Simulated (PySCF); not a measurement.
Computed data sheet: `CN[Si@@H](N)NCCC#N`

C₄H₁₂N₄Si.
Numbering: `[CH3:1][NH:2][Si@@H:3]([NH2:4])[NH:5][CH2:6][CH2:7][C:8]#[N:9]` (hydrogens: H10, H11, H12 on C1; H13 on N2; H14 on Si3; H15, H16 on N4; H17 on N5; H18, H19 on C6; H20, H21 on C7)

Some functional groups and rings: nitrile and Si–H bond.

From GFN2-xTB geometry:

```
Point group of the GFN2-xTB geometry                  : C1
Rotational constants A, B, C of the GFN2-xTB geometry : 2.292, 0.722, 0.669 GHz
```

**PBE0/pcSseg-1 ground state and GIAO shieldings, non-relativistic (PySCF)**

```
Dipole moment                                               : 3.31 D
HOMO energy                                                 : -6.60 eV
LUMO energy                                                 : 0.58 eV
HOMO–LUMO gap                                               : 7.18 eV
Lowest Hirshfeld atomic charge                              : -0.33 e on N4
Highest Hirshfeld atomic charge                             : +0.42 e on Si3
13C chemical shifts (computed TMS as zero) by class         : 124.5 (C8), 43.0 (C6), 28.3 (C1), 25.1 (C7) ppm
1H chemical shifts (computed TMS as zero) by class          : 5.51 (H14), 3.24 (H19), 3.18 (H18), 2.70 (H10/H11/H12), 2.21 (H20), 2.01 (H21), 0.43 (H15/H16), 0.33 (H13), 0.13 (H17) ppm
Isotropic shieldings of nuclei other than C and H, by class : -35 (N9), 221 (N5), 231 (N2), 244 (N4), 379 (Si3) ppm
Mayer bond orders between heavy atoms                       : C1–N2 0.99, N2–Si3 1.01, Si3–N4 1.02, Si3–N5 0.94, N5–C6 1.00, C6–C7 1.01, C7–C8 1.01, C8–N9 3.04
```

Monoisotopic mass (most abundant isotopes): 144.0831 u.

The rotational constants make it an asymmetric top with κ = (2B − A − C)/(A − C) = -0.93, nearer the prolate limit (−1). In atomic units the dipole is 1.30 e·bohr (1 au = 2.5417 D). With B = h/(8π²I), that is 505.379 GHz u Å² over I, the principal moments of inertia are 220.5, 700.0 and 755.5 u Å² (most abundant isotopes).

The structure is a single GFN2-xTB conformer in the gas phase; no vibrational or solvent corrections. NMR classes are plain means over equivalent atoms (diastereotopic ones count apart unless rotation or inversion swaps them), as if these changed places fast; in this geometry the members of some classes differ.
